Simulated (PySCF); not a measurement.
ClHMoOS2, SMILES [O]=[Mo](=[S])([SH])[Cl], multiplicity 1.

Geometry: B3LYP-D3(BJ)/def2-SVP. The spin state was assumed, not searched. The structure was generated by enumeration; whether it is a known compound was not checked. The def2 effective core potentials stand for the cores of Mo; spin–orbit coupling is left out. One conformer was computed; it need not be the lowest.

These are PBE/def2-TZVP in PySCF values and carry that method's errors.

Gas-phase values at a fixed geometry.

| Property | Result |
|---|---|
| total energy | -1400.33389 hartree |
| highest occupied level | -6.97 eV |
| lowest empty level | -4.36 eV |
| orbital gap | 2.61 eV |
| dipole moment | 1.99 D |
| quadrupole, principal values (traceless, Buckingham form, about the centre of nuclear charge) | -3.89, -1.11, 5.01 D·Å |
| mean static polarisability | 97.8 bohr³ (14.49 Å³) |
| polarisability, principal values | 77.6, 103.1, 112.7 bohr³ |
